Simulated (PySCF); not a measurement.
Si(F)4(OH2) (F4H2OSi), SMILES O->[Si](F)(F)(F)F (connectivity only; charge and spin as stated), neutral, multiplicity 1.

Geometry: PBE0-D3(BJ)/def2-SVP. One conformer was computed; it need not be the lowest.

Computed with PBE/def2-TZVP in PySCF.

Isolated molecule, no solvent.

```yaml
total_energy: -765.18897 hartree
point_group: Cs
highest_occupied_level: -8.90 eV
lowest_empty_level: -1.12 eV
orbital_gap: 7.78 eV
dipole_moment: 4.38 D
quadrupole, principal values (traceless, Buckingham form, about the centre of nuclear charge): -7.25, -1.59, 8.84 D·Å
mean_static_polarisability: 30.0 bohr³ (4.45 Å³)
polarisability_principal_values: 27.7, 29.3, 33.0 bohr³
```
